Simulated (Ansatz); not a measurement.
Start from `[NH2][W]([OH])(=[S])=[S]` and change one atom or group to get `[OH][W]([F])(=[S])=[S]`.

Ansatz, PBE0-D4/def2-TZVP geometries, multiplicity 1. Each molecule was computed in one conformer, which needn't be the lowest.

Elements past krypton have def2 core potentials.

| property | `[NH2][W]([OH])(=[S])=[S]` |
| --- | --- |
| HOMO energy (B3LYP/def2-TZVPP) / eV | -6.90 |
| LUMO energy (B3LYP/def2-TZVPP) / eV | -2.71 |
| HOMO–LUMO gap (PBE0/def2-TZVPP) / eV | 4.59 |
| HOMO–LUMO gap (ωB97M-V/def2-TZVPP) / eV | 8.56 |
| HOMO–LUMO gap (PBE/def2-TZVPP) / eV | 2.80 |
| LUMO energy (ωB97M-V/def2-TZVPP) / eV | -0.57 |

Problem. Give the same properties after the change, and the shifts. (Estimate.)

Solution. Ansatz gave: 
```json
{"property": "HOMO energy (B3LYP/def2-TZVPP) / eV", "`[OH][W]([F])(=[S])=[S]`": "-7.26", "shift": "-0.36"}
{"property": "LUMO energy (B3LYP/def2-TZVPP) / eV", "`[OH][W]([F])(=[S])=[S]`": "-3.00", "shift": "-0.29"}
{"property": "HOMO–LUMO gap (PBE0/def2-TZVPP) / eV", "`[OH][W]([F])(=[S])=[S]`": "4.66", "shift": "0.07"}
{"property": "HOMO–LUMO gap (ωB97M-V/def2-TZVPP) / eV", "`[OH][W]([F])(=[S])=[S]`": "8.65", "shift": "0.09"}
{"property": "HOMO–LUMO gap (PBE/def2-TZVPP) / eV", "`[OH][W]([F])(=[S])=[S]`": "2.88", "shift": "0.08"}
{"property": "LUMO energy (ωB97M-V/def2-TZVPP) / eV", "`[OH][W]([F])(=[S])=[S]`": "-0.82", "shift": "-0.25"}
```

With PBE0 the HOMO falls by 0.36 eV and the LUMO falls by 0.29 eV, so the gap widens by about 0.07 eV. PBE moves the HOMO by -0.36 eV and ωB97M-V by -0.33 eV. The zero-point energy changes by -60.7 kJ/mol with -6 modes.

B3LYP here is the variant with VWN-RPA as its local correlation; programs differ in this.
